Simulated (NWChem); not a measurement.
# CH3Cl2Ga; SMILES [Cl][Ga]([CH3])[Cl]

All runs: NWChem. Geometry: optimised at B3LYP/6-31G* (spherical d). Level M06-2X/def2-SVP: energy and gradient on several grids; changes count from the extra-fine grid, which is no exact limit either.

| grid | size of the energy change (μHa) | largest change of a gradient component (μHa/bohr) | time, medium = 1 (rough) |
|---|---|---|---|
| xcoarse | 9000 | 1000 | about 1 |
| coarse | 100 | 400 | about 1 |
| medium | 10 | 200 | about 1 |
| fine | < 10 | 40 | about 1 |
| xfine | < 10 | < 30 | 2 |
